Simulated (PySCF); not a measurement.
Two-component Hartree-Fock for Sb²⁺ (antimony, charge +2)

Start: [Kr] 4d10 5s2 5p1; 5p1/2 filled at m_j = +1/2. Calculated with PySCF 2.14 in x2c-TZVPPall-2c: generalised Hartree-Fock with the X2C-1e Hamiltonian and a Gaussian nucleus; one run each with spin-orbit coupling (SO) switched off, then screened by Boettger's factors.

```tsv
spinor shell	electrons	ε, spin-free (eV)	ε, screened SO (eV)	weight of nominal j (screened SO)	rms radius, screened SO (bohr)
1s1/2	2	-30662.9	-30659.7	1.000	0.0325
2s1/2	2	-4777.0	-4775.9	1.000	0.133
2p1/2	2	-4283.3	-4458.0	1.000	0.115
2p3/2	4	-4283.3	-4203.7	1.000	0.120
3s1/2	2	-992.23	-991.83	1.000	0.352
3p1/2	2	-827.37	-860.50	1.000	0.345
3p3/2	4	-827.37	-811.97	1.000	0.356
3d3/2	4	-576.47	-582.09	1.000	0.329
4s1/2	2	-194.84	-194.61	1.000	0.843
4p1/2	2	-141.88	-148.02	1.000	0.893
4p3/2	4	-141.88	-138.80	1.000	0.923
4d3/2	4	-62.529	-63.195	1.000	1.10
4d5/2	6	-62.529	-61.760	1.000	1.11
5s1/2	2	-32.932	-32.838	0.997	2.27
5p1/2	1	-24.426	-24.982	0.996	2.66
```

Problem. Where does 3d5/2 lie, and what is the 3d spin-orbit splitting (screened SO)?

Solution. At -572.22 eV, 9.865 eV above 3d3/2.

```json
{"quantity": "E (hartree)", "spin-free": "-6476.25823", "screened SO": "-6477.93912"}
{"quantity": "M_J", "spin-free": "1/2", "screened SO": "1/2"}
{"quantity": "⟨J²⟩", "spin-free": "1.105", "screened SO": "0.774"}
{"quantity": "⟨L²⟩", "spin-free": "2.034", "screened SO": "2.049"}
{"quantity": "⟨S²⟩", "spin-free": "0.761", "screened SO": "0.778"}
```

Each row is a mean over spinors that exchange with the open shell spreads, by up to 0.539 eV (4p1/2).

Breit and QED terms are absent; they matter most for the inner s and p1/2 levels.

Densities and radii are taken from the X2C orbitals without a picture-change correction, which distorts them close to the nucleus.

Without spin-orbit coupling the j labels of p, d and f shells carry no meaning; the spin-free column gives the mean over the occupied spinors of each nl shell, and its ⟨J²⟩ belongs to a mixture of degenerate components.
